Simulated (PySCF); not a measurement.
Compound: C5H7F3O2.
Z-matrix (Å and degrees, PBE0-D3(BJ)/def2-SVP geometry), rows numbered from 1:
```
F 
C   1  1.3303
F   2  1.3303  1  108.26
F   2  1.3425  1  107.43  3  -115.82
C   2  1.5419  1  110.15  3   120.36
O   5  1.3834  2  111.62  1  -175.23
C   6  1.4191  5  116.16  2   -81.32
C   7  1.5167  6  110.18  5   -51.15
C   8  1.5171  7  108.78  6    53.29
O   5  1.3841  2  111.68  1    54.23
H   5  1.1018  2  104.73  1   -60.47
H   7  1.1046  6  110.72  5    71.62
H   7  1.0986  6  105.60  5  -172.04
H   8  1.1011  7  110.62  6   175.01
H   8  1.1019  7  109.37  6   -66.08
H   9  1.0987  8  111.73  7  -170.33
H   9  1.1049  8  110.70  7    69.59
```

Probes without a nucleus sit at each ring's centroid and 1 Å off its mean plane on both sides; NICS is minus the shielding there, NICSzz its component along the normal. Level: GIAO CAM-B3LYP/pcSseg-1 (PySCF, non-relativistic, gas phase) on the PBE0-D3(BJ)/def2-SVP geometry, one conformer.

Ring bond lengths (Å): C5–O6 1.383, O6–C7 1.419, C7–C8 1.517, C8–C9 1.517, C9–O10 1.419, O10–C5 1.384.

Problem. Give the NICS values of each ring in ppm.

Solution. 
```
              ring                                               type  NICS(0)  NICS(1), two faces  NICS(1)zz, two faces  rms pucker (Å)  centre to ring atoms, mean (Å)
C5–O6–C7–C8–C9–O10  6-membered ring with 2 O; formal bonds all single     -2.2         -1.3 / -0.8            1.9 / -1.1            0.20                            1.40
```

Problem. What do they say, and how far can they be read as aromaticity?

Solution. 
- C5–O6–C7–C8–C9–O10: mean NICS(1)zz 0.4 ppm, near zero. C5, C7, C8, C9 have four or more neighbours, so the value isn't read as a sign of a π ring current. The two faces differ by 3.0 ppm, so no symmetry operation interchanges them.

Problem. What is the mean of the two in-plane components of NICS at the second NICS(1) probe listed for ring C5–O6–C7–C8–C9–O10, 1 Å off the ring?

Solution. The isotropic value is a third of the trace: (3 × -0.8 − (-1.1))/2 = -0.7 ppm.

Problem. List the ring angles.

Solution. 
- C5–O6–C7–C8–C9–O10: C5 115.2°, O6 116.2°, C7 110.2°, C8 108.8°, C9 110.2°, O10 116.1°; sum 676.6° against 720° for a flat convex ring.

Problem. How do the values depend on the level or the medium?

Solution. 
```tsv
level	NICS(0), C5–O6–C7–C8–C9–O10	mean NICS(1)zz, C5–O6–C7–C8–C9–O10
CAM-B3LYP/pcSseg-1, gas	-2.2	0.4
PBE0/pcSseg-1, gas	-2.3	0.4
```

The geometry is the same throughout.

The run took 74 s on Arm Neoverse N1, one thread, no GPU, shared host. This is the whole shielding run at CAM-B3LYP/pcSseg-1, SCF included.
